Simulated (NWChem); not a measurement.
All runs are NWChem calculations. System: C$_{3}$H$_{6}$OSi, charge 0, spin multiplicity 1, at a geometry optimised with PBE0/def2-SVP. The structure started from a generated list of species. Level: BP86/def2-TZVP.

Job file:

```
start mol
memory heap 200 mb stack 800 mb global 1000 mb
geometry units angstroms nocenter noautoz noautosym
  Si     1.604773     0.235037    -0.110048
  C     -0.220311     0.077418    -0.614158
  C     -1.220249     0.863679     0.189562
  C     -1.618538    -0.320170     0.685655
  O     -0.771958    -1.139031    -0.012799
  H      2.123618     1.562605    -0.562125
  H      1.695035     0.132511     1.374269
  H      2.413496    -0.842667    -0.753992
  H     -0.370480     0.059948    -1.707385
  H     -1.471068     1.912775     0.316505
  H     -2.327175    -0.729010     1.409434
end
basis spherical
  * library def2-tzvp
end
dft
  xc becke88 perdew86
  semidirect memsize 60000000 filesize 0
  iterations 100
end
task dft energy
```

Output (cleaned and shortened):

```
             Northwest Computational Chemistry Package (NWChem) 7.3.0
             --------------------------------------------------------

                                NWChem Input Module
                                -------------------

 Scaling coordinates for geometry "geometry" by  1.889725989
 (inverse scale =  0.529177249)

                             Geometry "geometry" -> ""
                             -------------------------

 Output coordinates in angstroms (scale by  1.889725989 to convert to a.u.)

  No.       Tag          Charge          X              Y              Z
 ---- ---------------- ---------- -------------- -------------- --------------
    1 Si                  14.0000     1.60477300     0.23503700    -0.11004800
    2 C                    6.0000    -0.22031100     0.07741800    -0.61415800
    3 C                    6.0000    -1.22024900     0.86367900     0.18956200
    4 C                    6.0000    -1.61853800    -0.32017000     0.68565500
    5 O                    8.0000    -0.77195800    -1.13903100    -0.01279900
    6 H                    1.0000     2.12361800     1.56260500    -0.56212500
    7 H                    1.0000     1.69503500     0.13251100     1.37426900
    8 H                    1.0000     2.41349600    -0.84266700    -0.75399200
    9 H                    1.0000    -0.37048000     0.05994800    -1.70738500
   10 H                    1.0000    -1.47106800     1.91277500     0.31650500
   11 H                    1.0000    -2.32717500    -0.72901000     1.40943400

 Effective nuclear repulsion energy (a.u.)     216.1850021486

            Nuclear Dipole moment (a.u.)
            ----------------------------
        X                 Y               Z
 ---------------- ---------------- ----------------
    -0.0000075589    -0.0000113384    -0.0000075589


 Summary of "ao basis" -> "" (spherical)
 ------------------------------------------------------------------------------
       Tag                 Description            Shells   Functions and Types
 ---------------- ------------------------------  ------  ---------------------
 *                         def2-tzvp                  on all atoms

  perdew86 is a nonlocal functional; adding perdew81 local functional.

                                 NWChem DFT Module
                                 -----------------

 Summary of "ao basis" -> "ao basis" (spherical)
 ------------------------------------------------------------------------------
       Tag                 Description            Shells   Functions and Types
 ---------------- ------------------------------  ------  ---------------------
 Si                        def2-tzvp                13       37   5s5p2d1f
 C                         def2-tzvp                11       31   5s3p2d1f
 O                         def2-tzvp                11       31   5s3p2d1f
 H                         def2-tzvp                 4        6   3s1p

 Summary of "ao basis" -> "ao basis" (spherical)
 ------------------------------------------------------------------------------
       Tag                 Description            Shells   Functions and Types
 ---------------- ------------------------------  ------  ---------------------
 Si                        def2-tzvp                13       37   5s5p2d1f
 C                         def2-tzvp                11       31   5s3p2d1f
 O                         def2-tzvp                11       31   5s3p2d1f
 H                         def2-tzvp                 4        6   3s1p

            General Information
            -------------------
          SCF calculation type: DFT
          Wavefunction type:  closed shell.
          No. of atoms     :    11
          No. of electrons :    46
           Alpha electrons :    23
            Beta electrons :    23
          Charge           :     0
          Spin multiplicity:     1
          Use of symmetry is: off; symmetry adaption is: off
          Maximum number of iterations: 100
          AO basis - number of functions:   197
                     number of shells:    81
          Convergence on energy requested:  1.00D-06
          Convergence on density requested:  1.00D-05
          Convergence on gradient requested:  5.00D-04

              XC Information
              --------------
                    Becke 1988 Exchange Functional  1.000
                Perdew 1981 Correlation Functional  1.000 local
                Perdew 1986 Correlation Functional  1.000 non-local

             Grid Information
             ----------------
          Grid used for XC integration:  medium
          Radial quadrature: Mura-Knowles
          Angular quadrature: Lebedev.
          Tag              B.-S. Rad. Rad. Pts. Rad. Cut. Ang. Pts.
          ---              ---------- --------- --------- ---------
          Si                  1.10       88          12.0       590
          C                   0.70       49          12.0       434
          O                   0.60       49          11.0       434
          H                   0.35       45          13.0       434
          Grid pruning is: on
          Number of quadrature shells:   554
          Spatial weights used:  Erf1

          Convergence Information
          -----------------------
          Convergence aids based upon iterative change in
          total energy or number of iterations.
          Levelshifting, if invoked, occurs when the
          HOMO/LUMO gap drops below (HL_TOL):  1.00D-02
          DIIS, if invoked, will attempt to extrapolate
          using up to (NFOCK): 10 stored Fock matrices.

                    Damping( 0%)  Levelshifting(0.5)       DIIS
                  --------------- ------------------- ---------------
          dE  on:    start            ASAP                start
          dE off:    2 iters        100 iters           100 iters

      Screening Tolerance Information
      -------------------------------
          Density screening/tol_rho:  1.00D-10
          AO Gaussian exp screening on grid/accAOfunc:  14
          CD Gaussian exp screening on grid/accCDfunc:  20
          XC Gaussian exp screening on grid/accXCfunc:  20
          Schwarz screening/accCoul:  1.00D-08

      Superposition of Atomic Density Guess
      -------------------------------------

 Sum of atomic energies:        -479.63255755

      Non-variational initial energy
      ------------------------------

 Total energy =    -482.412608
 1-e energy   =   -1087.521629
 2-e energy   =     388.924019
 HOMO         =      -0.262647
 LUMO         =      -0.233362

------------------------------------------------------------
EAF file 0: "./mol.aoints.0" size=524288 bytes
------------------------------------------------------------
               write      read    awrite     aread      wait
               -----      ----    ------     -----      ----
     calls:        1         0         0         0         0
   data(b): 5.24e+05  0.00e+00  0.00e+00  0.00e+00
   time(s): 0.00e+00  0.00e+00  0.00e+00  0.00e+00  0.00e+00
rate(mb/s): 0.00e+00  0.00e+00
------------------------------------------------------------

   convergence    iter        energy       DeltaE   RMS-Dens  Diis-err    time
 ---------------- ----- ----------------- --------- --------- ---------  ------
 d= 0,ls=0.0,diis     1   -482.5376275857 -6.99D+02  1.21D-01  1.74D+00    16.4
 d= 0,ls=0.0,diis     2   -482.5251945060  1.24D-02  4.91D-03  1.50D+00    25.0
 d= 0,ls=0.0,diis     3   -482.5739129100 -4.87D-02  2.43D-03  1.13D+00    33.9
 d= 0,ls=0.0,diis     4   -482.6617910246 -8.79D-02  1.03D-03  8.07D-02    42.2
 d= 0,ls=0.0,diis     5   -482.6690125768 -7.22D-03  4.53D-04  2.02D-02    50.5
  Resetting Diis
 d= 0,ls=0.0,diis     6   -482.6716220096 -2.61D-03  1.04D-04  1.08D-03    61.0
 d= 0,ls=0.0,diis     7   -482.6717534115 -1.31D-04  8.43D-05  9.37D-05    69.8
 d= 0,ls=0.0,diis     8   -482.6717129474  4.05D-05  5.87D-05  4.60D-04    79.6
 d= 0,ls=0.0,diis     9   -482.6717635785 -5.06D-05  1.09D-05  1.62D-05    89.8
 d= 0,ls=0.0,diis    10   -482.6717652174 -1.64D-06  3.74D-06  1.29D-06    99.9
 d= 0,ls=0.0,diis    11   -482.6717653585 -1.41D-07  7.03D-07  6.87D-08   109.7

         Total DFT energy =     -482.671765358516
      One electron energy =    -1091.650918615123
           Coulomb energy =      440.825602317831
    Exchange-Corr. energy =      -48.031451209802
 Nuclear repulsion energy =      216.185002148578

 Numeric. integr. density =       46.000001078320

     Total iterative time =    108.1s

                       DFT Final Molecular Orbital Analysis
                       ------------------------------------

 Vector   21  Occ=2.000000D+00  E=-3.019941D-01
              MO Center=  6.2D-01, -1.3D-01, -1.3D-01, r^2= 4.3D+00
   Bfn.  Coefficient  Atom+Function         Bfn.  Coefficient  Atom+Function
  ----- ------------  ---------------      ----- ------------  ---------------
   175      0.192889   8 H  s                17     -0.142735   1 Si pz
   137     -0.139486   5 O  py               45      0.138393   2 C  pz
   169     -0.138816   7 H  s                76     -0.123614   3 C  pz
   176      0.123178   8 H  s                16     -0.122460   1 Si py
   174      0.119369   8 H  s               181     -0.119227   9 H  s

 Vector   22  Occ=2.000000D+00  E=-2.712182D-01
              MO Center= -6.9D-02, -1.5D-01, -2.0D-01, r^2= 3.0D+00
   Bfn.  Coefficient  Atom+Function         Bfn.  Coefficient  Atom+Function
  ----- ------------  ---------------      ----- ------------  ---------------
    43     -0.245772   2 C  px               15      0.231028   1 Si px
   136      0.205092   5 O  px               46     -0.196794   2 C  px
   139      0.166440   5 O  px              107      0.154697   4 C  pz
   138      0.126454   5 O  pz              110      0.125354   4 C  pz
   142      0.119294   5 O  px              181      0.110852   9 H  s

 Vector   23  Occ=2.000000D+00  E=-2.074406D-01
              MO Center= -1.1D+00,  5.0D-02,  2.2D-01, r^2= 2.1D+00
   Bfn.  Coefficient  Atom+Function         Bfn.  Coefficient  Atom+Function
  ----- ------------  ---------------      ----- ------------  ---------------
    76      0.222861   3 C  pz              138     -0.209243   5 O  pz
    74      0.201173   3 C  px               79      0.192825   3 C  pz
   136     -0.183964   5 O  px               77      0.175027   3 C  px
   141     -0.173936   5 O  pz               82      0.160369   3 C  pz
    80      0.155721   3 C  px              107      0.151015   4 C  pz

 Vector   24  Occ=0.000000D+00  E=-2.813634D-02
              MO Center= -9.3D-01,  8.3D-02,  3.2D-01, r^2= 3.9D+00
   Bfn.  Coefficient  Atom+Function         Bfn.  Coefficient  Atom+Function
  ----- ------------  ---------------      ----- ------------  ---------------
   111      0.418491   4 C  px                5      0.399045   1 Si s
   113      0.353293   4 C  pz               82     -0.333353   3 C  pz
    80     -0.329480   3 C  px              182     -0.311595   9 H  s
   176     -0.297839   8 H  s                20     -0.234560   1 Si pz
   105      0.224667   4 C  px              107      0.225520   4 C  pz

 Vector   25  Occ=0.000000D+00  E=-5.285084D-03
              MO Center=  1.4D+00,  1.5D-01, -1.6D-01, r^2= 5.4D+00
   Bfn.  Coefficient  Atom+Function         Bfn.  Coefficient  Atom+Function
  ----- ------------  ---------------      ----- ------------  ---------------
    42      2.047506   2 C  s                18      1.179013   1 Si px
   182     -0.600392   9 H  s               164     -0.530393   6 H  s
    73     -0.340082   3 C  s                15      0.337585   1 Si px
     5     -0.312256   1 Si s               104     -0.306194   4 C  s
    49      0.300603   2 C  px              176     -0.301991   8 H  s

 Vector   26  Occ=0.000000D+00  E=-1.462783D-03
              MO Center=  6.3D-01,  1.1D-01, -3.0D-01, r^2= 4.6D+00
   Bfn.  Coefficient  Atom+Function         Bfn.  Coefficient  Atom+Function
  ----- ------------  ---------------      ----- ------------  ---------------
    73      0.959452   3 C  s               104     -0.633138   4 C  s
   135     -0.588317   5 O  s                42      0.561879   2 C  s
   164      0.542311   6 H  s                19     -0.535341   1 Si py
   170     -0.535563   7 H  s                20      0.463467   1 Si pz
   112     -0.464768   4 C  py              176     -0.449075   8 H  s

 center of mass
 --------------
 x =  -0.04570338 y =  -0.04568175 z =  -0.00161492

 moments of inertia (a.u.)
 ------------------
         209.611144951005         -65.370937027343          82.422084344700
         -65.370937027343         611.657320087658           8.293402875215
          82.422084344700           8.293402875215         687.167011386999

     Multipole analysis of the density
     ---------------------------------

     L   x y z        total         alpha         beta         nuclear
     -   - - -        -----         -----         ----         -------
     0   0 0 0     -0.000000    -23.000000    -23.000000     46.000000

     1   1 0 0     -0.155344     -0.077668     -0.077668     -0.000008
     1   0 1 0      0.377566      0.188789      0.188789     -0.000011
     1   0 0 1     -0.037522     -0.018757     -0.018757     -0.000008

     2   2 0 0    -28.145438   -168.859897   -168.859897    309.574356
     2   1 1 0     -0.240454    -16.847110    -16.847110     33.453766
     2   1 0 1     -1.458542     23.241659     23.241659    -47.941861
     2   0 2 0    -29.481949    -56.955111    -56.955111     84.428274
     2   0 1 1     -0.603665      2.288892      2.288892     -5.181449
     2   0 0 2    -27.634371    -37.467067    -37.467067     47.299764

 Task  times  cpu:      109.8s     wall:      109.8s

 Total times  cpu:      109.8s     wall:      109.8s
```
